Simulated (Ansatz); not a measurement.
Reactions of CH6BFOSi, SMILES `OC([SiH3])BF`.

Computed with Ansatz on PBE0-D4/def2-TZVP structures; ΔE is electronic, products minus reactants. CCSD(T)/CBS is the MP2 limit (def2-TZVPP, def2-QZVPP) plus CCSD(T) − MP2 in def2-TZVPP, frozen cores. This one scheme is used for every species, atoms too. DFT in def2-TZVPP. B3LYP here is the variant with VWN-RPA as its local correlation; programs differ in this. No spin–orbit coupling; open shells (•) take unrestricted orbitals. Spin–orbit coupling would lower the free atoms: a little for B, C, F, O, Si. Elements past krypton have def2 core potentials. For Br, Ge, Te outer-core shells are correlated without core-valence functions, so the limit isn't a true one: a few kJ/mol of doubt a bond, and 10 to 20 or more in all where bonds break to atoms. Scalar relativity is left out up to krypton. One conformer a species, not always the lowest.

```json
{"reaction": "`OC([SiH3])BF` → B• + C• + F• + 6 H• + O• + Si•", "CCSD(T)/CBS(def2) (kJ/mol)": "3985"}
{"reaction": "`OC([SiH3])BF` + `[NH2][GeH2][OH]` → `[OH][GeH2][NH][SiH3]` + `OCBF`", "CCSD(T)/CBS(def2) (kJ/mol)": "-74"}
{"reaction": "`OC([SiH3])BF` + `O[SiH](F)[SiH3]` → `F[SiH]([SiH3])O[SiH3]` + `OCBF`", "CCSD(T)/CBS(def2) (kJ/mol)": "-113"}
{"reaction": "`OC([SiH3])BF` → `OCBF` + `[SiH2]`", "CCSD(T)/CBS(def2) (kJ/mol)": "?"}
{"reaction": "`OC([SiH3])BF` + `[BH2][AlH][OH]` → `[BH2][AlH][O][SiH3]` + `OCBF`", "CCSD(T)/CBS(def2) (kJ/mol)": "-117"}
{"reaction": "`OC([SiH3])BF` + `N[SiH2]F` → `F[SiH2]N[SiH3]` + `OCBF`", "CCSD(T)/CBS(def2) (kJ/mol)": "-63"}
{"reaction": "`OC([SiH3])BF` + H₂Te → `OC([SiH3])[TeH]` + `BF`", "CCSD(T)/CBS(def2) (kJ/mol)": "34"}
{"reaction": "`OC([SiH3])BF` + `CO[SiH](O)Br` → `CO[SiH](Br)O[SiH3]` + `OCBF`", "CCSD(T)/CBS(def2) (kJ/mol)": "?"}
{"reaction": "`OC([SiH3])BF` + H₂ → `FBC[SiH3]` + H₂O", "CCSD(T)/CBS(def2) (kJ/mol)": "-149"}
{"reaction": "`OC([SiH3])BF` + H₂ → `BC(O)[SiH3]` + H–F", "CCSD(T)/CBS(def2) (kJ/mol)": "?"}
```

Task: Fill in the missing values. (Estimate.)

Result: Ansatz gave: `OC([SiH3])BF` → `OCBF` + `[SiH2]`: +225.7 kJ/mol; `OC([SiH3])BF` + `CO[SiH](O)Br` → `CO[SiH](Br)O[SiH3]` + `OCBF`: -114.5 kJ/mol; `OC([SiH3])BF` + H₂ → `BC(O)[SiH3]` + H–F: +116.9 kJ/mol.

Largest T1 diagnostic: 0.014, for `[SiH2]`.
